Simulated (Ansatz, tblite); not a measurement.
Cost and result up the ladder for (H2Al-mu-Br)2 (Al₂H₄Br₂) (8 atoms). Charge 0, multiplicity 1. Geometry: PBE0-D4/def2-SVP.

Cartesian coordinates in Å:
```
Al 0.863 -1.055 -1.032
H 0.880 -0.668 -2.561
H 1.546 -2.299 -0.342
Br 1.485 0.958 0.262
Al -0.863 1.056 1.032
H -1.544 2.298 0.338
H -0.882 0.672 2.561
Br -1.484 -0.961 -0.258
```

Ansatz on 4 threads of Arm Neoverse V1 on a shared host; xTB runs through tblite on one thread. Times are rough, summed over both states, and most runs start from the orbitals of an earlier one. PBE0-D4/def2-TZVP serves as the yardstick here, not as an exact answer. The other state is a doublet.

The xTB rows come from tblite.

Raw xTB energies of ions are shifted by several eV.

| level | functions | wall time |
| --- | --- | --- |
| GFN1-xTB | 44 | 0.013 s |
| GFN2-xTB | 40 | 0.013 s |
| PBE-D4/def2-TZVP (with forces) | 194 | 6.5 s |
| PBE0-D4/def2-TZVP | 194 | 11 s |
| r2SCAN-D4/def2-TZVP | 194 | 15 s |

Problem. Estimate what each level gives for the vertical IE (eV).

Solution. 
| level | vertical IE (eV) | difference from PBE0-D4/def2-TZVP (eV) |
| --- | --- | --- |
| GFN1-xTB | 14.47 | 4.47 |
| GFN2-xTB | 14.25 | 4.25 |
| PBE-D4/def2-TZVP (with forces) | 9.44 | -0.57 |
| PBE0-D4/def2-TZVP | 10.01 | 0.00 |
| r2SCAN-D4/def2-TZVP | 9.69 | -0.31 |
